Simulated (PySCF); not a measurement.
Stepwise substitution at one centre (Ga Br-NH2). All species are isolated molecules in the gas phase. One relaxed conformer stands for each flexible species; it need not be the lowest. Strings in code marks are SMILES.

The HOMO from two functionals at the same geometries (CAM-B3LYP-D3(BJ)/def2-TZVP), both in PySCF: PBE-D3(BJ)/def2-TZVP and CAM-B3LYP-D3(BJ)/def2-TZVP. 

```tsv
species	PBE-D3(BJ)/def2-TZVP (eV)
0 of 3 Br replaced by NH2	-7.41
1 of 3 Br replaced by NH2 (`[NH2][Ga]([Br])[Br]`)	-6.58
2 of 3 Br replaced by NH2 (`[NH2][Ga]([NH2])[Br]`)	-5.79
3 of 3 Br replaced by NH2 (`[NH2][Ga]([NH2])[NH2]`)	-5.21
```

Q: What does CAM-B3LYP-D3(BJ)/def2-TZVP give for each?

A: 
- 0 of 3 Br replaced by NH2: -10.02
- 1 of 3 Br replaced by NH2 (`[NH2][Ga]([Br])[Br]`): -9.40
- 2 of 3 Br replaced by NH2 (`[NH2][Ga]([NH2])[Br]`): -8.67
- 3 of 3 Br replaced by NH2 (`[NH2][Ga]([NH2])[NH2]`): -8.11
Over these rows, drawn at random from the members with no instability flagged (it was tested for open shells, ions and some series alone), PBE minus CAM-B3LYP-D3(BJ): mean +2.80 eV, from +2.61 eV to +2.90 eV.
